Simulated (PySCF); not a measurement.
Computed IR spectrum (relative IR intensity) of a molecule C3H4BFO. The structure is a stationary point at PBE0-D3(BJ)/def2-SVP. The values are those of a single conformer. The numbers are results of PBE0-D3(BJ)/def2-SVP run with PySCF, not measurements. No scaling factor is applied to the harmonic values.

| ν (cm⁻¹) | relative intensity |
|---|---|
| 125 | 2.1 |
| 577 | 22 |
| 588 | 2.8 |
| 662 | 8.7 |
| 780 | 11 |
| 857 | 6.4 |
| 927 | 20 |
| 995 | 4.7 |
| 1025 | 9.1 |
| 1123 | 23 |
| 1138 | 14 |
| 1165 | 6.8 |
| 1300 | 2.0 |
| 1363 | 11 |
| 1523 | 100 |
| 3090 | 4.8 |
| 3160 | 2.6 |
| 3899 | 27 |

Which molecule gave these data?
(A) OB1C=C[C@H]1F
(B) CC1=CB(F)O1
(C) CB1OC=C1F
(D) C=C1OCB1F

A, OB1C=C[C@H]1F
